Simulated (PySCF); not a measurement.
# Reading the logs of faulty runs: AlBH4NO anion

These are calculations, not measurements. The program is PySCF 2.14.0, an open-source quantum chemistry code, run on an isolated molecule that a program drew, which may never have been made. The molecule is AlBH4NO anion (charge -1, singlet), drawn as the SMILES string `N[BH][AlH][O-]`.

Each row is a Hartree-Fock (HF) and frozen-core CCSD(T) single point in the aug-cc-pV(D+d)Z basis, meant for a local HF minimum. Run 1 is clean. Each other run has one planted mistake out of seven kinds, and not every kind appears here: one electron removed, one electron added, multiplicity raised by two, geometry at a saddle point, minimal basis STO-3G, one bond length entered in bohr, all coordinates scaled. The reference is restricted for singlets and unrestricted otherwise, and also for a bond in bohr. Adding or removing an electron swaps singlet and doublet. Electrons count all cores. HOMO and LUMO are orbital energies over both spins, the gradient is its largest component, and the lowest frequency (negative if imaginary) is given only where the gradient is small. Bond lengths are over the 7 bonds as drawn. T1 is the CCSD diagnostic: over 0.02 (restricted) or 0.045 (unrestricted) a single reference is doubtful.

Geometry of the clean run:
```xyz
8
AlBH4NO anion, angstrom
N    -0.9950    0.0192    1.8451
B    -0.1845    0.0164    0.6855
Al   -0.3488    1.7368   -0.6773
O     0.4208    2.0504   -2.0720
H    -1.0044   -0.7049    2.5311
H    -1.6204    0.7714    2.0428
H     0.5175   -0.9769    0.6018
H    -1.4806    2.7300    0.0225
```

```
run,electrons,basis functions,<S^2>,HOMO (eV),LUMO (eV),gradient (hartree/bohr),lowest frequency (cm^-1),mean bond (Å),longest bond (Å),T1,HF (hartree),CCSD(T) (hartree),mistake
1,38,137,0.000,-3.99,3.09,9.0e-06,76,1.4449,2.201,0.0228,-398.30698,-398.92232,no fault
2,38,137,0.742,-4.12,3.07,2.2e-02,-,1.5718,2.201,0.0665,-398.16358,-398.78880,one bond length entered in bohr
3,38,137,0.000,-4.08,3.09,3.6e-02,-,1.4969,2.280,0.0244,-398.29790,-398.92099,all coordinates scaled
4,38,137,2.014,0.36,3.14,1.0e-01,-,1.4449,2.201,0.0540,-398.25545,-398.82192,?
```

**Which mistake was planted in run 4, and what did it cost?**

Electrons, basis and geometry are unchanged, and <S^2> is 2.014, beside S(S+1) = 2.00 for a multiplicity of 3. So the mistake is: multiplicity raised by two. Subtracting run 1 and multiplying by 627.51 kcal/mol a hartree, the energy moved by 32.3 kcal/mol in HF and 63.0 kcal/mol in CCSD(T).

Cautions from the logs. Run 1: T1 is over the limit, so its CCSD(T) energy is less reliable; run 2: T1 is over the limit, so its CCSD(T) energy is less reliable; run 3: T1 is over the limit, so its CCSD(T) energy is less reliable; run 4: T1 is over the limit, so its CCSD(T) energy is less reliable and the HOMO is above zero, so the electron isn't bound and the energy depends on the basis.
